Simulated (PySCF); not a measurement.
C4H4OSe, SMILES C=C1C[Se]C1=O. Atoms are numbered in the order given.

```xyz
10

C      0.5767    -2.6116     0.0000
C      0.4357    -1.2853     0.0000
C      1.4442    -0.1602     0.0000
Se     0.0285     1.2128     0.0000
C     -0.8569    -0.5436     0.0000
O     -1.9953    -0.8831     0.0000
H      1.5600    -3.0893     0.0000
H     -0.3116    -3.2490     0.0000
H      2.0736    -0.1142     0.8999
H      2.0736    -0.1142    -0.8999
```

Geometry: PBE0-D3(BJ)/def2-SVP. This is a generated structure with no PubChem entry under its InChIKey; it may be hypothetical.

Level of theory: PBE/pcSseg-1 run with PySCF.

GIAO shieldings, no solvent; atoms listed in one row are averaged. δ = σ(ref) − σ: ¹³C against TMS (σ = 182.0 ppm); ⁷⁷Se against Me2Se (σ = 1634.8 ppm); ¹⁷O against H2O (σ = 334.3 ppm); ¹H against TMS (σ = 31.49 ppm), references at their B3LYP-D3(BJ)/def2-TZVP geometries, non-relativistic.

Task: Estimate the chemical shifts. (The exact figures need the calculation; the answer reports its results.)

Result: 
```json
[
 {"nucleus": "¹³C", "atoms": "C5", "count": "1", "δ (ppm)": "191.6"},
 {"nucleus": "¹³C", "atoms": "C2", "count": "1", "δ (ppm)": "169.6"},
 {"nucleus": "¹³C", "atoms": "C1", "count": "1", "δ (ppm)": "116.7"},
 {"nucleus": "¹³C", "atoms": "C3", "count": "1", "δ (ppm)": "31.5"},
 {"nucleus": "⁷⁷Se", "atoms": "Se4", "count": "1", "δ (ppm)": "866.3"},
 {"nucleus": "¹⁷O", "atoms": "O6", "count": "1", "δ (ppm)": "564.8"},
 {"nucleus": "¹H", "atoms": "H8", "count": "1", "δ (ppm)": "6.19"},
 {"nucleus": "¹H", "atoms": "H7", "count": "1", "δ (ppm)": "4.87"},
 {"nucleus": "¹H", "atoms": "H9, H10", "count": "2", "δ (ppm)": "3.80"}
]
```
